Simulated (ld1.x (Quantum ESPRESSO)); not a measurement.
Transferability test, TM potential for I

iodine, norm-conserving Troullier–Martins (Kleinman–Bylander form), made with ld1.x (Quantum ESPRESSO) 7.5 (LDA (PZ), scalar-relativistic). Core [Ar] 3d10 4s2, reference 4p6 4d10 5s2 5p5. Waves: 4p (bound): rc 0.95 bohr; 4d (bound): rc 1.05 bohr; 5s (bound): rc 1.35 bohr. Local part: the s channel. Core correction: none.

Occupied shells without a wave of their own: 5p. They enter only through the test configuration that unscreens the potential.

Energies are relative to the spin-unpolarised reference configuration 4p6 4d10 5s2 5p5; without spin polarisation the order of configurations can differ from experiment. Spin-polarised rows fill each open shell by Hund’s rule, majority spin first. Not all tests gave a result: 1 of 9 tests not solved or not reliable.

Question: Give the all-electron excitation energy and the error of the potential for: 4p6 4d10 5s2 5p4; 4p6 4d10 5s2 5p3; 4p6 4d10 5s2 5p2; 4p6 4d10 5s1 5p6; 4p5 4d10 5s2 5p5; 4p6 4d10 5s2 5p4.5; 4p6 4d10 5s2 5p5 (spin-polarised); 4p6 4d10 5s2 5p4 (spin-polarised).

Answer:

| valence configuration | charge | ΔE all-electron (eV) | error AE − PS (meV) |
| --- | --- | --- | --- |
| 4p6 4d10 5s2 5p4 | +1 | 11.305 | +3130 |
| 4p6 4d10 5s2 5p3 | +2 | 31.369 | +7602 |
| 4p6 4d10 5s2 5p2 | +3 | 60.983 | +13449 |
| 4p6 4d10 5s1 5p6 | 0 | 10.512 | -2668 |
| 4p5 4d10 5s2 5p5 | +1 | 136.178 | -218 |
| 4p6 4d10 5s2 5p4.5 | +0.5 | 4.615 | +1398 |
| 4p6 4d10 5s2 5p5 (spin-polarised) | 0 | -0.121 | -9.9 |
| 4p6 4d10 5s2 5p4 (spin-polarised) | +1 | 10.743 | +3098 |

Levels in the configuration 4p6 4d10 5s2 5p3:

```tsv
level	all-electron (eV)	pseudo (eV)
4p	-147.757	-144.506
4d	-70.663	-67.484
5s	-36.323	-33.990
5p	-24.729	-19.572
```

These tests converged, but a pseudo level misses the all-electron one widely, so the file describes the atom poorly there or has found another state: 4p6 4d10 5s2 5p4: 5p by 3.8 eV; 4p6 4d10 5s2 5p3: 5p by 5.2 eV; 4p6 4d10 5s2 5p2: 5p by 6.6 eV; 4p6 4d10 5s1 5p6: 5p by 2.4 eV; 4p5 4d10 5s2 5p5: 5p by 4.1 eV; 4p6 4d10 5s2 5p4.5: 5p by 3.1 eV. The 5p level has no wave, so the channel is fitted at the deeper level alone: the likely source of the large errors.

The potential misses its own reference levels by up to 2.5 eV, so it is not fit for use.
